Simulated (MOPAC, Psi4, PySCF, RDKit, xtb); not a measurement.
Two geometries of SMILES F[SiH2][SiH2]S, relaxed at B3LYP-D3(BJ)/def2-SVP with one dihedral held; other torsions can differ between them too.

Structure A

```
9

F     -2.6483    -0.3232     0.9833
Si    -1.4895     0.5671     0.2508
Si     0.4868    -0.7005     0.0824
S      1.4301     0.0652    -1.7138
H     -1.9776     0.9337    -1.1082
H     -1.2713     1.8011     1.0558
H      1.3693    -0.4906     1.2674
H      0.1784    -2.1571    -0.0173
H      2.6407    -0.4936    -1.4781
```

Structure B

```
9

F      2.6189    -0.2920     0.9777
Si     1.4464     0.6028     0.2739
Si    -0.5411    -0.6639     0.1595
S     -1.9679     0.4970     1.3059
H      1.9205     0.9949    -1.0833
H      1.2282     1.8203     1.1042
H     -0.3365    -2.0260     0.7337
H     -0.9938    -0.8237    -1.2549
H     -3.0269    -0.3146     1.0718
```

Which is lower in energy at the level DF-MP2 (frozen core)/cc-pVTZ // B3LYP-D3(BJ)/def2-SVP run with Psi4 1.11, and by how much?

A is lower, by 1.75 kJ/mol (dihedral F1–Si2–Si3–S4: 150° in A, 120° in B).

E(B) − E(A) in kJ/mol at the other levels, on the same two geometries: MMFF94 // B3LYP-D3(BJ)/def2-SVP (RDKit) 2.75; PBE0/def2-TZVP // B3LYP-D3(BJ)/def2-SVP (Psi4) 1.50; PBE0-D3(BJ)/def2-TZVP // B3LYP-D3(BJ)/def2-SVP (Psi4) 1.51; PBE/def2-TZVP // B3LYP-D3(BJ)/def2-SVP (Psi4) 1.37; PBE-D3(BJ)/def2-TZVP // B3LYP-D3(BJ)/def2-SVP (Psi4) 1.38; wB97X-D/def2-TZVP // B3LYP-D3(BJ)/def2-SVP (Psi4) 1.74; HF/cc-pVTZ // B3LYP-D3(BJ)/def2-SVP (Psi4) 1.60; UFF // B3LYP-D3(BJ)/def2-SVP (RDKit) 2.79; PM3, restricted, heats of formation // B3LYP-D3(BJ)/def2-SVP (MOPAC) -0.93; PM7, restricted, heats of formation // B3LYP-D3(BJ)/def2-SVP (MOPAC) 2.42; GFN1-xTB // B3LYP-D3(BJ)/def2-SVP (xtb) 1.14; restricted B3LYP/6-31G*, spherical d // B3LYP-D3(BJ)/def2-SVP (PySCF) 1.65; restricted Hartree-Fock/6-31G*, spherical d // B3LYP-D3(BJ)/def2-SVP (PySCF) 1.79; restricted B3LYP/6-311+G**, spherical d, density fitting // B3LYP-D3(BJ)/def2-SVP (PySCF) 1.70; restricted M06-2X/6-31G*, spherical d // B3LYP-D3(BJ)/def2-SVP (PySCF) 1.57.
